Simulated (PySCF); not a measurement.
Relaxation of doublet AsI₂

These are results of PySCF, UPBE0, basis As def2-TZVP, I def2-TZVP with ECP28 (scalar-relativistic core potentials, no spin–orbit coupling, density fitting), not measurements. A (50,194) grid was used.

A start displaced from a saddle point along its imaginary mode, of C2v symmetry, held to at least that symmetry:

```xyz
3
charge 0 multiplicity 2, angstrom
As    0.1356    0.2100    0.0000
I    -0.0400   -0.0620    2.6474
I    -0.0400   -0.0620   -2.6474
```

Optimiser trace:
```
step  E − E(last) (kJ/mol)  largest gradient (Eh/bohr)
   0                146.74                     0.01479
   1                110.89                     0.01627
   2                 74.75                     0.02453
   3                 34.16                     0.02259
   4                  4.47                     0.00537
   5                  0.27                     0.00374
   6                  0.06                     0.00188
   7                  0.00                     0.00012
   8                  0.00                     0.00001
```

It ends at C2v with As–I 2.521 Å (×2); I–As–I 103.1°. The frequency run here used a shortcut that can spoil soft modes, so no verdict on minimum or saddle point is given.

Final geometry:
Coordinates in bohr (charge 0 multiplicity 2):
```
As    1.2410    1.9224    0.0000
I    -0.3663   -0.5675    3.7303
I    -0.3663   -0.5675   -3.7303
```

With an element this heavy the missing spin–orbit coupling can shift these numbers.

The relaxation took about 8 core-minutes on a shared host.
